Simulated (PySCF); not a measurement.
Si(F)(Me)2(SH) (C2H7FSSi), SMILES F[Si](C)(S)C. Coordinates come from a PBE-D3(BJ)/def2-SVP optimisation. One conformer was computed; it need not be the lowest.

Computed equilibrium geometry at PBE-D3(BJ)/def2-SVP (PySCF confirms it by a frequency run) as Cartesian coordinates in Å (one conformer of several):
```xyz
12

C      1.5654    -0.1309    -1.2611
Si     0.1218    -0.3137    -0.0831
C     -1.2633    -1.3480    -0.8018
F      0.6625    -1.0525     1.2843
S     -0.5904     1.6068     0.6251
H      1.2573     0.4070    -2.1812
H      2.3859     0.4436    -0.7876
H      1.9557    -1.1255    -1.5607
H     -2.0790    -1.4767    -0.0633
H     -1.6906    -0.8626    -1.7032
H     -0.8910    -2.3508    -1.0974
H     -0.9727     1.9947    -0.6247
```
